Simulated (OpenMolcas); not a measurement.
V4+ among 6 point charges of -1.1 e arranged as a tetragonal octahedron (D4h), 1.72 Å from the ion, with the axial distance 1.926 Å.
```
   1.7200    0.0000    0.0000  -1.10
   0.0000    1.7200    0.0000  -1.10
  -1.7200    0.0000    0.0000  -1.10
   0.0000   -1.7200    0.0000  -1.10
   0.0000    0.0000    1.9264  -1.10
   0.0000    0.0000   -1.9264  -1.10
```

```yaml
Program: OpenMolcas
Method: CASSCF
Basis: ANO-RCC-VDZP [5s4p2d1f]
Scalar_Hamiltonian: DKH2, point nucleus
Active_space: 1 electron in 5 orbitals (3d)
State_averaging: 2S+1 = 2 even, 5 roots
Spin-orbit_coupling: state interaction with AMFI integrals over the reference wave functions
```

Task: What is the spin-free ground state (labels of D4, the rotations of D4h)?

Result: 2E, 2-fold in its orbital part, 100 % from free-ion D terms; it has the highest spin that d1 allows.

Task: Where is the first state of the same spin?

Result: 2B2 at 1720 cm-1 above the ground state.

Task: What are the lowest two levels with spin-orbit coupling?

Result: A 2-fold level E1/2 with g = 0.02, 0.46, 0.46, then a 2-fold level E3/2 241.0 cm-1 above it. Their leading multiplicities are 2 (100 %) and 2 (100 %).

Task: What is χT at 300 K, and how does it compare with the textbook value?

Result: The lowest level has 2S+1 = 2, for which the spin-only value is χT = S(S+1) / 2 = 0.375 cm3 K/mol (g = 2). The computed 0.353 at 300 K differs by -0.022, through orbital momentum, spin-orbit coupling and any other state in reach.

An orbital doublet at a regular site is open to a Jahn-Teller distortion, which this geometry leaves out. Point charges carry no covalency, so the field is a model and not that of real ligands. No measured value stands beside these numbers.
